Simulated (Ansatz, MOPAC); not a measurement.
Diatomic ZrF, multiplicity 2 (lowest of 2S+1 = 2, 4, 6 at CCSD(T)/def2-TZVPP on PBE0 minima; our sources give no spin for the ground state, which may be another). No spin–orbit coupling. The T1 diagnostic near the minimum is 0.061, so single-reference values are doubtful.

The constants come from a fifth-degree fit in 1/R (seven points, main isotopes). In def2 and cc sets the state is the lowest found near the PBE0 minimum, followed along R.

The state that PM6, PM7 reach isn't checked; PM7 holds dispersion and hydrogen-bond terms.

The values were computed with Ansatz (Gaussian orbitals); MOPAC for PM6, PM7 (differences of heats of formation). Values without a source in brackets are computed. In def2 rows elements past Kr take small-core potentials, without spin–orbit coupling.

**Question.** What bond length and harmonic frequency does PM6 give?

**Answer.** r_e = 1.904 Å, ω_e = 619 cm⁻¹.

**Question.** What bond length and harmonic frequency does PM7 give?

**Answer.** r_e = 1.939 Å, ω_e = 571 cm⁻¹.

**Question.** What bond length and harmonic frequency does wB97X-V/def2-TZVPP give?

**Answer.** r_e = 1.858 Å, ω_e = 699 cm⁻¹.

Doubts at one or more of the structures used: a spin-contaminated determinant (PM6).

Ansatz is an electronic-structure program.
